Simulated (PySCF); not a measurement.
Species: C7H11O (doublet state).
Z-matrix (Å and degrees, GFN2-xTB geometry), rows numbered from 1:
```
C 
C   1  1.2895
C   2  1.5174  1  125.66
C   3  1.5256  2  105.38  1   171.92
C   4  1.5410  3  104.95  2    28.13
C   5  1.5296  4  111.40  3    82.40
O   5  1.4161  4  112.24  3  -152.91
C   2  1.5292  1  126.29  3  -179.60
H   1  1.0628  2  140.44  3   179.50
H   3  1.0923  2  109.24  1   -68.77
H   3  1.0896  2  111.10  1    49.87
H   4  1.0903  3  112.51  2   150.63
H   4  1.0916  3  110.36  2   -87.97
H   6  1.0897  5  110.60  4    59.72
H   6  1.0860  5  110.37  4   -60.71
H   6  1.0881  5  109.70  4   179.49
H   7  0.9634  5  108.68  4   -70.93
H   8  1.0881  2  112.05  1    42.15
H   8  1.0915  2  109.50  1   -78.28
```

The hyperfine couplings belong to this conformer and change with its torsions.

As a line formula: `C1[C@@](CC/C1=[C]/[H])(O)C` [radical].

Computed, not measured: UKS B3LYP, pcH-1 on C H O, non-relativistic, mean-field spin-orbit, GIAO (PySCF 2.14.0). Geometry: GFN2-xTB, one conformer, isolated molecule. A GFN2-xTB geometry isn't a minimum of the functional, and hyperfine couplings can be far from their values at a DFT geometry. The SCF solution wasn't tested for stability.

Task: Give the principal g shifts and their parts.

Result: 
```csv
Δg (ppm),1,2,3
relativistic mass correction,-151,-151,-151
gauge correction,29,8,-23
orbital Zeeman/spin–orbit,-445,-5,553
total,-567,-148,379
```

So g = 2.00175, 2.00217, 2.00270 and g_iso = 2.00221; the tensor is rhombic: the two nearest values differ by 44 % of g3 − g1. Axes: g1 points within 7° of the C1–H9 bond and g2 points within 4° of the C2–C8 bond.

Task: Average each term over the three axes. Which is largest in size?

Result: The mass correction -151, the orbital-Zeeman/spin–orbit term 34 and the gauge correction 5 ppm, for a total of -112 ppm. The mass correction is the largest in size. The mass correction is the same along every axis, so the anisotropy comes from the other two: their spans along these axes are 52 (gauge) and 998 ppm (orbital Zeeman/spin–orbit).

Task: At 9.531 GHz, how far is the centre of the isotropic spectrum from where a free electron (g = 2.002319) resonates?

Result: B = hν/(g μB) with μB/h = 13.99624 MHz/mT gives 340.09 mT for the free electron and 340.11 mT at g_iso, 0.02 mT higher.

Task: What are the electron Larmor frequencies g μB B/h along the three axes at 350 mT?

Result: 9.8060, 9.8080, 9.8106 GHz for g1, g2 and g3, a range of 4.6 MHz.

Task: In a frozen sample, at which fields do the three g values resonate at 9.5, 34, 94 and 263 GHz (hyperfine left aside), and which band first spreads them over more than twice a line width of 1.0 mT?

Result: 
| band | GHz | B(g3) mT | B(g2) mT | B(g1) mT | spread mT |
| --- | --- | --- | --- | --- | --- |
| X | 9.5 | 338.92 | 339.01 | 339.08 | 0.16 |
| Q | 34.0 | 1212.97 | 1213.29 | 1213.55 | 0.57 |
| W | 94.0 | 3353.52 | 3354.40 | 3355.10 | 1.59 |
| J | 263.0 | 9382.72 | 9385.19 | 9387.15 | 4.43 |

The spread grows in proportion to the frequency. J band is the first where it exceeds 2.0 mT.

The largest Mulliken spin populations are on C1 (+1.05), C2 (-0.19) and C8 (+0.08). No atom but C1 exceeds +0.15. The positive populations add up to 1.21 and the negative ones to -0.21, together 2S = 1.

The HOMO–LUMO gaps are 6.27 eV among the α and 4.82 eV among the β orbitals.
